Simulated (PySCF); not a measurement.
GaH5SSi.
Cartesian coordinates in Å at the PBE0-D3(BJ)/def2-SVP level; atoms count from 1:
```
atom  x, y, z in Å
Si1    1.4281   -0.1661    0.1828
S2    -0.0781    1.2651    0.7466
Ga3   -1.8569    0.3093   -0.1509
H4     1.4769   -0.3550   -1.2977
H5     2.7355    0.3773    0.6513
H6     1.1866   -1.4913    0.8271
H7    -1.6478   -1.0579   -0.8830
H8    -3.1922    1.0963    0.0253
```

Computed, not measured: delta-SCF UKS SCAN, pcX-2 on the ionised atom, pcseg-1 elsewhere, spin-free X2C in PySCF. The ground state was rerun for each ionised atom, in the same mixed basis as its hole state.

| ionised atom | basis functions | E(ground) (Eh) | E(ionised) (Eh) |
| --- | --- | --- | --- |
| Si1 | 130 | -2632.31380 | -2564.43597 |
| S2 | 130 | -2632.39296 | -2541.38940 |

Q: Turn these total energies into binding energies.

A: E(ionised) − E(ground), at 27.2114 eV a hartree:

```
atom                 environment  difference (Eh)  binding energy (eV)
 Si1                SiH3 silicon         67.87783              1847.05
  S2  sulfur bonded to Ga and Si         91.00356              2476.33
```

Q: How much do the ground-state energies differ, and what would follow from using one of them for all holes?

A: They run from -2632.3930 Eh (core basis on S2) to -2632.3138 Eh (on Si1), 0.0792 Eh or 2.16 eV apart, though the state is the same; only basis and grid differ. Pairing the ion of Si1 with the ground state of S2 would put its binding energy 2.16 eV too high.

Only 1s holes are shown. The structure is a single PBE0-D3(BJ)/def2-SVP conformer in the gas phase; no vibrational or solvent corrections.
